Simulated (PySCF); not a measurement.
C4H2Cl2Si, SMILES C#C[Si](Cl)(Cl)C#C.

Coordinates come from a PBE-D3(BJ)/def2-SVP optimisation.

All values below come from PBE-D3(BJ)/def2-SVP in PySCF 2.14.0.

Frequencies are harmonic and unscaled.

```csv
mode,ν (cm⁻¹),IR (km/mol),moving atoms (share of kinetic energy)
1,85,1.7,"C 69 %, H 16 %, Cl 13 %"
2,97,0.0,"Cl 49 %, C 41 %, H 10 %"
3,111,2.0,"C 44 %, Cl 31 %, H 14 %, Si 11 %"
4,152,0.5,"C 50 %, Cl 25 %, Si 15 %, H 10 %"
5,173,0.9,"Cl 71 %, C 15 %, Si 12 %"
6,298,0.0,"C 87 %, H 9 %"
7,300,27.8,C 78 %
8,352,28.0,"C 70 %, Cl 23 %"
9,368,20.6,"C 76 %, Cl 18 %"
10,445,21.6,"C 48 %, Cl 44 %"
11,603,187.9,"Si 68 %, Cl 29 %"
12,658,156.0,"Si 58 %, C 33 %"
13,702,85.2,"Si 41 %, C 36 %, H 23 %"
14,707,0.0,"H 76 %, C 24 %"
15,708,70.0,"H 76 %, C 23 %"
16,709,57.0,"H 76 %, C 23 %"
17,710,119.7,"H 55 %, C 27 %, Si 18 %"
18,2092,37.6,"C 90 %, H 9 %"
19,2094,98.2,"C 90 %, H 9 %"
20,3389,75.6,"H 86 %, C 14 %"
21,3389,33.8,"H 86 %, C 14 %"
```
